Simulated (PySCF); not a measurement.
**C₆ coefficients of unlike pairs at PBE**

Calculated with PySCF 2.14 from the dipole response of each species, C₆(A,B) = (3/π) ∫ α_A(iu) α_B(iu) du, in atomic units, from isotropic polarisabilities. For ions this is the dispersion term alone; charge-induced terms of lower order in 1/R come first.

```json
{"species": "Sb³⁺", "configuration": "[Kr] 4d10 5s2 (1S)", "basis": "aug-cc-pVQZ-PP with one added diffuse shell each of s, p, d, f, g type with ECP28MDF (8s8p6d4f3g)", "relativity": "core potential", "α (bohr³)": "10.18", "C₆ (like pair)": "46.19"}
{"species": "Co²⁺", "configuration": "[Ar] 3d7 (4F)", "basis": "aug-cc-pwCVTZ-DK with one added diffuse shell each of s, p, d, f, g type (11s10p8d5f4g)", "relativity": "spin-free X2C", "α (bohr³)": "3.804", "C₆ (like pair)": "10.94"}
{"species": "Se²⁺", "configuration": "[Ar] 3d10 4s2 4p2 (3P)", "basis": "aug-cc-pVTZ-DK (7s6p4d2f)", "relativity": "spin-free X2C", "α (bohr³)": "9.266", "C₆ (like pair)": "42.33"}
{"species": "Al", "configuration": "[Ne] 3s2 3p1 (2P)", "basis": "dyall-acv3z (19s12p6d4f)", "relativity": "none", "α (bohr³)": "65.22", "C₆ (like pair)": "579.5"}
```

(1) Estimate C₆ for Al with Sb³⁺.

No spin-orbit coupling is included.

The other pairs:

| pair | C₆ |
| --- | --- |
| Se²⁺, Sb³⁺ | 44.05 |
| Se²⁺, Co²⁺ | 20.57 |
| Al, Co²⁺ | 58.54 |
| Al, Se²⁺ | 133.3 |
| Co²⁺, Sb³⁺ | 21.76 |

## Answers

(1) The integral gives 140.9. The combination rule 2 C_A C_B / (C_A α_B/α_A + C_B α_A/α_B) gives 138.6 and the geometric mean 163.6.
